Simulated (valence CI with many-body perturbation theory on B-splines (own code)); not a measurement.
The numbers below are computed, except where a source is named.
**Level structure of Tl LXIX**

Level of theory: relativistic CI+MBPT: three valence electrons over a frozen Dirac-Fock core [Ne], a basis of 11 s, 11 p, 9 d, 7 f, 5 g, 2 h, 1 i functions for each j, with the one-electron correlation potential Σ1, the two-electron term Σ2, the three-electron term Σ3, Breit, model QED; selected CI, second order for the rest (own B-spline code, finite nucleus).

No measured spectrum was set against this ion. As an estimate, large intervals hold to a few tenths of a per cent, small ones and those within an open d or f shell to about a per cent.

Levels 1 to 45 of 68, with energies above the lowest level, (3s^2 3p1/2) J=1/2. "Leading %" is the weight of the configuration and term that name the level; weights of strongly mixed levels are sums over their largest components and can fall short. In the jj column 3d3/2^4 stands for four electrons in 3d with j = 3/2.

```
No.  Configuration  Term    J  E (× 10³ cm⁻¹)  Leading %                 Leading jj      g  Second component
  1          3s²3p   ²P°  1/2            0.00        100         3s^2 3p1/2 (100 %)  0.642                  
  2          3s3p²    ⁴P  1/2          1570.3         50         3s 3p1/2^2 (100 %)  2.069     31 % 3s3p² ²S
  3          3s²3p   ²P°  3/2          4530.2         99          3s^2 3p3/2 (99 %)  1.317                  
  4          3s3p²    ⁴P  3/2          5818.9         88      3s 3p1/2 3p3/2 (99 %)  1.615      9 % 3s3p² ²D
  5          3s3p²    ²D  5/2          5986.4         63      3s 3p1/2 3p3/2 (98 %)  1.327     36 % 3s3p² ⁴P
  6          3s3p²    ²D  3/2          6165.6         46      3s 3p1/2 3p3/2 (78 %)  0.969     29 % 3s3p² ²P
  7          3s3p²    ²P  1/2          6264.2         69      3s 3p1/2 3p3/2 (99 %)  1.276     31 % 3s3p² ⁴P
  8          3s²3d    ²D  3/2          6658.0         77          3s^2 3d3/2 (77 %)  0.829     14 % 3s3p² ²D
  9          3s²3d    ²D  5/2          7573.8         98          3s^2 3d5/2 (98 %)  1.189                  
 10         3s3p3d   ⁴F°  3/2          7680.8         38      3s 3p1/2 3d3/2 (62 %)  0.886      18 % 3p³ ²P°
 11         3s3p3d   ⁴F°  3/2          7799.2         39      3s 3p1/2 3d3/2 (52 %)  0.894      22 % 3p³ ²P°
 12         3s3p3d   ⁴F°  5/2          7890.6         40      3s 3p1/2 3d3/2 (99 %)  1.011   33 % 3s3p3d ²F°
 13         3s3p3d   ⁴D°  1/2          8134.9         55      3s 3p1/2 3d3/2 (99 %)  0.405   38 % 3s3p3d ²P°
 14         3s3p3d   ⁴D°  3/2          8211.1         29      3s 3p1/2 3d3/2 (84 %)  1.269   28 % 3s3p3d ²P°
 15         3s3p3d   ⁴P°  5/2          8896.2         38     3s 3p1/2 3d5/2 (100 %)  1.346   31 % 3s3p3d ⁴D°
 16         3s3p3d   ⁴F°  7/2          9031.8         40      3s 3p1/2 3d5/2 (99 %)  1.230   37 % 3s3p3d ²F°
 17         3s3p3d   ²F°  5/2          9122.4         51      3s 3p1/2 3d5/2 (99 %)  1.032   22 % 3s3p3d ²D°
 18         3s3p3d   ²P°  3/2          9160.3         38      3s 3p1/2 3d5/2 (94 %)  1.110   33 % 3s3p3d ²D°
 19          3p²3d    ²D  3/2          9633.2         42       3p1/2^2 3d3/2 (99 %)  0.774     33 % 3p²3d ⁴F
 20          3s3p²    ⁴P  5/2           10451         62          3s 3p3/2^2 (99 %)  1.433     37 % 3s3p² ²D
 21          3p²3d    ²D  5/2           10782         35       3p1/2^2 3d5/2 (99 %)  1.187     19 % 3p²3d ⁴D
 22          3s3p²    ²S  1/2           10793         68          3s 3p3/2^2 (99 %)  1.935     19 % 3s3p² ⁴P
 23          3s3p²    ²P  3/2           10856         59          3s 3p3/2^2 (99 %)  1.187     31 % 3s3p² ²D
 24            3p³   ²D°  5/2           12158         63       3p1/2 3p3/2^2 (63 %)  1.178   15 % 3s3p3d ²D°
 25            3p³   ⁴S°  3/2           12212         49       3p1/2 3p3/2^2 (90 %)  1.424      42 % 3p³ ²D°
 26            3p³   ²P°  1/2           12365         72       3p1/2 3p3/2^2 (72 %)  0.900   15 % 3s3p3d ²P°
 27         3s3p3d   ⁴D°  3/2           12423         43      3s 3p3/2 3d3/2 (96 %)  1.268   32 % 3s3p3d ⁴P°
 28         3s3p3d   ⁴P°  1/2           12442         70      3s 3p3/2 3d3/2 (89 %)  1.938   17 % 3s3p3d ⁴D°
 29         3s3p3d   ⁴D°  5/2           12476         34      3s 3p3/2 3d3/2 (74 %)  1.194   23 % 3s3p3d ⁴F°
 30         3s3p3d   ⁴F°  7/2           12488         42      3s 3p3/2 3d3/2 (97 %)  1.212   41 % 3s3p3d ²F°
 31         3s3p3d   ²D°  3/2           12752         59      3s 3p3/2 3d3/2 (92 %)  0.987   18 % 3s3p3d ⁴P°
 32         3s3p3d   ²F°  5/2           12856         63      3s 3p3/2 3d3/2 (89 %)  0.968      10 % 3p³ ²D°
 33         3s3p3d   ²P°  1/2           12914         61      3s 3p3/2 3d3/2 (84 %)  0.611   20 % 3s3p3d ⁴D°
 34         3s3p3d   ⁴F°  9/2           13242        100     3s 3p3/2 3d5/2 (100 %)  1.317                  
 35         3s3p3d   ²D°  5/2           13444         45      3s 3p3/2 3d5/2 (98 %)  1.339   39 % 3s3p3d ⁴P°
 36         3s3p3d   ²F°  7/2           13517         51      3s 3p3/2 3d5/2 (97 %)  1.251   41 % 3s3p3d ⁴D°
 37         3s3p3d   ²D°  3/2           13553         43      3s 3p3/2 3d5/2 (95 %)  1.138   39 % 3s3p3d ²P°
 38         3s3p3d   ²F°  7/2           13698         70      3s 3p3/2 3d5/2 (99 %)  1.193   20 % 3s3p3d ⁴D°
 39         3s3p3d   ²P°  1/2           13774         83      3s 3p3/2 3d5/2 (96 %)  0.725    8 % 3s3p3d ⁴D°
 40         3s3p3d   ²P°  3/2           13877         74      3s 3p3/2 3d5/2 (99 %)  1.296    9 % 3s3p3d ⁴P°
 41         3s3p3d   ²D°  5/2           13895         62      3s 3p3/2 3d5/2 (96 %)  1.112   22 % 3s3p3d ²F°
 42          3p²3d    ²F  5/2           13919         47   3p1/2 3p3/2 3d3/2 (91 %)  0.943     35 % 3p²3d ⁴F
 43          3p²3d    ⁴F  3/2           13993         41   3p1/2 3p3/2 3d3/2 (98 %)  0.892     25 % 3p²3d ⁴D
 44          3p²3d    ⁴D  1/2           14019         81  3p1/2 3p3/2 3d3/2 (100 %)  0.169     16 % 3p²3d ²P
 45          3p²3d    ²G  7/2           14063         54   3p1/2 3p3/2 3d3/2 (97 %)  1.010     25 % 3p²3d ²F
```

The ionisation energy to 3s² ¹S0 of the next ion comes out as 8419 eV (NIST: 8420 ± 50 eV (theoretical)). All 68 levels together are meant to be complete up to 16106 × 10³ cm⁻¹.
